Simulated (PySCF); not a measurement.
## Correlation energy of O⁺ (oxygen, charge +1)

[He] 2s2 2p3, high-spin 4S determinant. Computed with PySCF 2.14 in aug-cc-pVDZ-DK, with the spin-free X2C one-electron Hamiltonian (Gaussian nucleus). Frozen: 1s2; 5 electrons correlated.

MP2 pair energies summed by pair of shells (mhartree):

| pair | energy | share (%) |
| --- | --- | --- |
| 2s-2p | -47.73 | 66.1 |
| 2p-2p | -17.01 | 23.5 |
| 2s-2s | -7.51 | 10.4 |

Total MP2 correlation energy: -72.25 mhartree.

Same-spin part -20.04 and opposite-spin part -52.21 mhartree; SCS-MP2 scales them by 1/3 and 6/5 to -69.33 mhartree.
